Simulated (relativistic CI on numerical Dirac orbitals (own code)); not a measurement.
## Line list: Electric-dipole lines, Ce XIV

Computed by Dirac-Coulomb-Breit CI, KLI orbitals optimised for each configuration, model QED, unscaled Slater integrals (own radial code, finite nucleus).

Configuration list (outside the closed core [Ar] 3d10): 4s2 4p6 4d9, 4s2 4p5 4d10, 4s2 4p6 4d8 4f, 4s 4p6 4d10, 4s2 4p6 4d8 5s, 4s2 4p5 4d9 4f, 4s2 4p6 4d8 5p, 4s2 4p6 4d7 4f 5s, 4s2 4p6 4d8 5d, 4s 4p6 4d9 4f, 4s2 4p6 4d7 5s 5p, 4s2 4p6 4d8 6s, 4s2 4p6 4d8 5f, 4s2 4p5 4d9 5s, 4s2 4p6 4d8 6p, 4s2 4p6 4d8 5g, 4s2 4p6 4d8 6d, 4s2 4p5 4d9 5p, 4s2 4p6 4d8 7s, 4s2 4p6 4d8 6f, 4s2 4p6 4d8 7p, 4s2 4p5 4d9 5d, 4s 4p6 4d9 5s, 4s2 4p6 4d7 5s2, 4s2 4p6 4d6 4f 5s2, 4s2 4p5 4d7 4f 5s2, 4s2 4p6 4d6 5s2 5p, 4p6 4d9 4f2, 4p5 4d10 4f2, 4p6 4d8 4f3, 4p6 4d8 4f2 5s, 4p5 4d9 4f3, 4p6 4d8 4f2 5p. Double excitations out of closed p, d and f shells are left out; levels of such configurations are missing from the list, as are those of other unlisted configurations, and high levels can miss mixing partners. These lack a partner that the ground configuration has and come out too high: 4s2 4p6 4d8 5d, 4s2 4p6 4d8 6s, 4s2 4p6 4d8 5f, 4s2 4p5 4d9 5s, 4s2 4p6 4d8 6p.

| λ vac (Å) | Lower | Upper | A (s⁻¹) | log gf | S velocity/length |
| --- | --- | --- | --- | --- | --- |
| 82.477 | 4s2 4p6 4d9 2D_3/2 [2] | 4s2 4p6 4d8 4f 2P°_1/2 [146] | 3.01e+12 | 0.79 | 0.72 |
| 84.232 | 4s2 4p6 4d9 2D_5/2 [1] | 4s2 4p6 4d8 4f 2F°_7/2 [142] | 3.14e+12 | 1.43 | 0.68 |
| 84.314 | 4s2 4p6 4d9 2D_3/2 [2] | 4s2 4p6 4d8 4f 2F°_5/2 [145] | 3.07e+12 | 1.29 | 0.67 |
| 84.526 | 4s2 4p6 4d9 2D_5/2 [1] | 4s2 4p6 4d8 4f 2P°_3/2 [141] | 2.85e+12 | 1.09 | 0.67 |
| 85.144 | 4s2 4p6 4d9 2D_5/2 [1] | 4s2 4p6 4d8 4f 2D°_5/2 [139] | 2.98e+12 | 1.29 | 0.59 |
| 85.437 | 4s2 4p6 4d9 2D_3/2 [2] | 4s2 4p6 4d8 4f 2D°_3/2 [143] | 2.98e+12 | 1.12 | 0.60 |
| 88.698 | 4s2 4p6 4d9 2D_3/2 [2] | 4s2 4p6 4d8 5p 2P°_1/2 [138] | 4.51e+11 | 0.03 | 0.84 |
| 88.885 | 4s2 4p6 4d9 2D_3/2 [2] | 4s2 4p6 4d8 5p 2F°_5/2 [135] | 1.30e+11 | -0.03 | 0.81 |
| 89.895 | 4s2 4p6 4d9 2D_5/2 [1] | 4s2 4p6 4d8 5p 2P°_3/2 [120] | 1.97e+11 | -0.02 | 0.84 |
| 90.318 | 4s2 4p6 4d9 2D_3/2 [2] | 4s2 4p6 4d8 5p 2F°_5/2 [129] | 1.30e+11 | -0.02 | 0.84 |
| 91.056 | 4s2 4p6 4d9 2D_5/2 [1] | 4s2 4p6 4d8 5p 2F°_7/2 [112] | 1.25e+11 | 0.09 | 0.87 |
| 91.423 | 4s2 4p6 4d9 2D_3/2 [2] | 4s2 4p6 4d8 5p 2D°_3/2 [122] | 2.46e+11 | 0.09 | 0.85 |
| 91.464 | 4s2 4p6 4d9 2D_5/2 [1] | 4s2 4p6 4d8 5p 2D°_5/2 [110] | 1.74e+11 | 0.12 | 0.84 |
| 112.41 | 4s2 4p6 4d8 4f 4F°_7/2 [5] | 4s2 4p5 4d9 4f 4F_5/2 [362] | 1.25e+11 | 0.15 | 0.76 |
| 112.58 | 4s2 4p6 4d8 4f 4F°_9/2 [8] | 4s2 4p5 4d9 4f 4D_7/2 [372] | 1.15e+11 | 0.24 | 0.78 |
| 121.09 | 4s2 4p6 4d8 4f 4I°_15/2 [15] | 4s2 4p5 4d9 4f 4I_15/2 [268] | 1.02e+11 | 0.55 | 0.90 |
| 455.40 | 4s2 4p6 4d8 5s 4F_9/2 [4] | 4s2 4p6 4d8 5p 4F°_9/2 [107] | 5.65e+09 | 0.24 | 0.48 |
| 471.90 | 4s2 4p6 4d8 5s 4F_9/2 [4] | 4s2 4p6 4d8 5p 4G°_11/2 [104] | 8.26e+09 | 0.52 | 0.65 |
| 472.15 | 4s2 4p6 4d8 5s 4F_7/2 [7] | 4s2 4p6 4d8 5p 2F°_7/2 [108] | 5.57e+09 | 0.17 | 0.46 |
| 591.46 | 4s2 4p6 4d8 5s 4F_9/2 [4] | 4s2 4p6 4d8 5p 4D°_7/2 [94] | 3.73e+09 | 0.19 | 0.30 |

Terms are leading LS components. Brackets give the number of a level in order of energy, since labels repeat. The list gives strong lines, with weight on those to low levels, among the lowest 400 of 10883 levels, so that lines to higher ones, which can be the strongest, are missing. Levels whose partners in the same complex of configurations lie outside the list can be far off, and so can their lines. Rates are taken at the computed energies, electric ones in the length gauge. A velocity-to-length ratio far from 1 marks an uncertain rate.

At this charge energies of transitions that change n are usually good to better than 1 %, and those within a shell (Δn = 0) to a few per cent. Levels and lines within the n = 5 or 6 shells can be off by up to 10 % or somewhat more, and those that change n by about 2 %, since core polarisation is missing.

LS names give the leading component of a level, which can be under half, so a name can repeat, a term be missing and a line seem to break the LS rules.
